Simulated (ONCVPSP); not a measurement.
# phosphorus (P): excitation energies, all-electron against ONCV

```json
{
 "Element": "phosphorus (P)",
 "Generator": "ONCVPSP 4.0.1",
 "Type": "optimised norm-conserving Vanderbilt (ONCV)",
 "Functional": "LDA (Perdew-Zunger)",
 "Relativity": "non-relativistic",
 "Frozen core": "[Ne]",
 "Valence charge": "5",
 "Reference configuration": "3s2 3p2 (charge +1)",
 "Partial waves": "3s: rc 1.40 bohr, ncon 3, nbas 8, qcut 4.6 1/bohr, 2 projectors, debl 3.2 Ha; 3p: rc 1.85 bohr, ncon 4, nbas 7, qcut 2.8 1/bohr, 1 projector",
 "Local potential": "polynomial inside 1.20 bohr (lpopt 5, dvloc0 0 Ha)",
 "Core correction": "none"
}
```

Energies are relative to the spin-unpolarised reference configuration 3s2 3p2; without spin polarisation the order of configurations can differ from experiment.

| valence configuration | charge | ΔE all-electron (eV) | error AE − PS (meV) |
| --- | --- | --- | --- |
| 3s2 3p3 | 0 | -9.833 | +4.9 |
| 3s2 3p1 | +2 | 19.262 | +14 |
| 3s2 3p0 | +3 | 49.167 | +91 |

Question: What are ΔE and the potential's error for 3s0 3p5?

Answer: ΔE = 7.121 eV all-electron; the error (AE − PS) is +8.4 meV.
